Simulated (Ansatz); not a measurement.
System: diisocyanatosilane, C₂H₂N₂O₂Si, charge 0, multiplicity 1. 
Coordinates optimised at B3LYP-D3(BJ)/def2-TZVP (Ansatz, a quantum-chemistry and plane-wave program):
```xyz
9

O     -2.9947     1.1583     0.7579
C     -2.1687     0.3710     0.5183
N     -1.3396    -0.4577     0.2867
Si     0.0445    -1.3168    -0.2116
N      1.3637    -0.2557    -0.4014
C      2.1340     0.6565    -0.3532
O      2.9038     1.5318    -0.3256
H     -0.2313    -1.9517    -1.5085
H      0.3752    -2.3061     0.8242
```

Basis-set convergence of Hartree-Fock and CCSD correlation energies (hartree) with Ansatz. Cores are frozen in the correlated levels unless marked. Spin-orbit coupling is left out. No relativistic terms.

| basis | functions | E(HF) | E(corr, CCSD) |
|---|---|---|---|
| cc-pV(D+d)Z | 117 | -624.59220 | -1.01526 |
| cc-pV(T+d)Z | 247 | -624.71005 | -1.24260 |
| cc-pV(Q+d)Z | 454 | -624.73856 | -1.32130 |

Extrapolating the two largest sets (X = 3 and 4) as X^-3: E(corr) = (64·(-1.32130) - 27·(-1.24260))/37 = -1.3787 Eh, an estimate of the basis-set limit. The largest set recovers 95.8 % of it, the smallest 73.6 %.
